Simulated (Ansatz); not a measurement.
Relaxation of H₄Sn (5 atoms, charge 0, multiplicity 1), to a largest force component of 0.02 eV/Å in at most 40 steps.

Theory: RKS r2SCAN/def2-SVP (Ansatz).

```xyz
5
Properties=species:S:1:pos:R:3
Sn 0.000 0.000 0.000
H 0.000 0.000 1.740
H 1.641 0.000 -0.579
H -0.820 1.420 -0.579
H -0.820 -1.420 -0.579
```

Q: Where does it end, and by what steps?

A: The forces met the threshold. After 2 steps the energy has fallen by 0.024 eV; H3 moved furthest, 0.03 Å.

```json
{"step": "0", "energy less start (eV)": "0.0000", "largest force component (eV/Å)": "0.395", "accepted": "yes"}
{"step": "1", "energy less start (eV)": "-0.0122", "largest force component (eV/Å)": "0.296", "accepted": "yes"}
{"step": "2", "energy less start (eV)": "-0.0235", "largest force component (eV/Å)": "0.014", "accepted": "yes"}
```

```xyz
5
Properties=species:S:1:pos:R:3
Sn 0.001 0.000 0.000
H 0.000 0.000 1.709
H 1.611 0.000 -0.569
H -0.805 1.395 -0.569
H -0.805 -1.395 -0.569
```

Whether the end is a true minimum wasn't checked by a vibrational analysis.

Time of the run: 4.2 s on 1 thread of AMD EPYC 7R43 64-Core Processor (Zen 3), on a shared host, peak memory 0.12 GiB.
